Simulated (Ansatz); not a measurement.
Relaxation of Cl2GeH2 (5 atoms, charge 0, multiplicity 1), to a largest force component of 0.03 eV/Å in at most 50 steps.

Method: RKS BHLYP/def2-SVP (Ansatz).

```xyz
5
Properties=species:S:1:pos:R:3:forces:R:3
Ge 0.092 0.020 0.212 1.14 -0.02 0.71
H 0.218 -0.043 1.730 -1.07 0.02 0.03
Cl 2.273 -0.032 0.115 -0.08 0.03 -0.74
H -0.484 1.242 -0.481 0.01 -0.02 0.01
Cl -0.784 -1.733 -0.646 -0.01 -0.01 0.00
```

Where does it end, and by what steps?

It converged. After 3 steps the energy has fallen by 0.279 eV; H2 moved furthest, 0.27 Å.

| step | energy less start (eV) | largest force component (eV/Å) | accepted |
| --- | --- | --- | --- |
| 0 | 0.0000 | 1.140 | yes |
| 1 | -0.2438 | 0.456 | yes |
| 2 | -0.2770 | 0.201 | yes |
| 3 | -0.2790 | 0.012 | yes |

```xyz
5
Properties=species:S:1:pos:R:3
Ge 0.176 0.018 0.275
H -0.046 -0.039 1.778
Cl 2.292 -0.036 -0.095
H -0.398 1.243 -0.422
Cl -0.708 -1.732 -0.605
```

Whether the end is a true minimum wasn't checked by a vibrational analysis.

Run time: 14 s on 1 thread of Arm Neoverse V1 (shared host), peak memory 0.16 GiB.
